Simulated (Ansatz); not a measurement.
Species: HClGaO, SMILES `[OH][Ga][Cl]` (H–O–Ga–Cl torsion 180°) (charge 0, multiplicity 2), formula HClGaO.

Task: How many basis functions does frozen-core CCSD(T)/cc-pVTZ // PBE0-D4/def2-TZVP in Ansatz (a quantum-chemistry and plane-wave program) use, how many core orbitals are frozen, and how many electrons are correlated?

Result: 121 basis functions and 15 frozen orbitals, which leaves 27 correlated electrons (filled d shells below the valence shell are correlated). Core time is of the order of minutes.
